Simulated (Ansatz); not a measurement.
PBE exchange is replaced step by step with exact exchange (0 % is PBE, 25 % PBE0; no dispersion term), basis def2-SVP, Ansatz. System: (BeTe)4 cube (Be4Te4). Total charge 0; singlet. Geometry: PBE-D4/def2-SVP.

Geometry of the singlet:

Cartesian coordinates in Å:
```
Be -0.9714 1.1505 -0.1803
Te -1.9986 -0.7953 -1.1602
Be -0.6582 -1.0937 0.8188
Te -0.6276 0.8868 2.1893
Be 1.2401 0.4934 0.7199
Te 1.0608 1.7627 -1.3195
Be 0.3894 -0.5502 -1.3584
Te 1.5655 -1.8542 0.2904
```

In the def2 sets Te takes a core potential; there is no spin–orbit coupling.

| exact exchange (%) | HOMO (eV) | LUMO (eV) | gap (eV) |
| --- | --- | --- | --- |
| 0 | -5.81 | -3.96 | 1.85 |
| 15 | -6.39 | -3.61 | 2.78 |
| 25 | -6.78 | -3.37 | 3.41 |
| 40 | -7.37 | -3.01 | 4.36 |

Q: Fit a straight line to the column «gap (eV)» against the share of exact exchange and predict its value at 10 %.

A: With x = exact exchange (%) and y = gap (eV): mean x = 20, mean y = 3.1; Σ(x − x̄)(y − ȳ) = 53.35, Σ(x − x̄)² = 850; slope b = 0.06276, intercept a = ȳ − b·x̄ = 1.845. The residuals of the fitted rows reach 0.01. At x = 10 the line gives 1.845 + (0.06276 × 10) = 2.47; the run gave 2.47, the same within rounding.
